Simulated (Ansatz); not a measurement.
`CO[SiH](F)S[SiH2]Cl` + H–F → `F[SiH](F)S[SiH2]Cl` + CH₃OH  (ligand exchange at the Si–O bond)

Calculated with Ansatz (gas phase, PBE0-D4/def2-TZVP geometries, no zero-point term in ΔE). CBS: MP2 limit from def2 TZ/QZ plus the TZ coupled-cluster correction, frozen cores. This one scheme is used for every species. DFT in def2-TZVPP. B3LYP here is the variant with VWN-RPA as its local correlation; programs differ in this. Each species was taken in one conformer, which may not be the lowest.

(1) Is it downhill or uphill in electronic energy at CCSD(T)/CBS, and by how much? (Estimate.)

(2) What do these levels give: PBE-D4, B3LYP, SCS-MP2/def2-TZVPP, CCSD(T)/def2-TZVPP, SCS-MP2/def2-QZVPP, HF/CBS(def2)? (Estimate.)

Largest T1 diagnostic among the species: 0.011.

Answers

(1) Computed: Downhill: ΔE = -29.4 kJ/mol.

(2) The calculation gave: PBE-D4 -32.1, B3LYP -41.3, SCS-MP2/def2-TZVPP -31.4, CCSD(T)/def2-TZVPP -30.3, SCS-MP2/def2-QZVPP -31.3, HF/CBS(def2) -43.8 kJ/mol.

The D4 term adds +9.0 kJ/mol with B3LYP and +5.2 kJ/mol with PBE0; it sums over pairs of atoms, weighted by their polarisabilities, and B3LYP, whose exchange is more repulsive, gets the larger term. In def2-TZVPP, CCSD(T) changes the Hartree–Fock value by +12.5 kJ/mol (the triples alone add +2.2 kJ/mol) and MP2 by +15.7 kJ/mol.
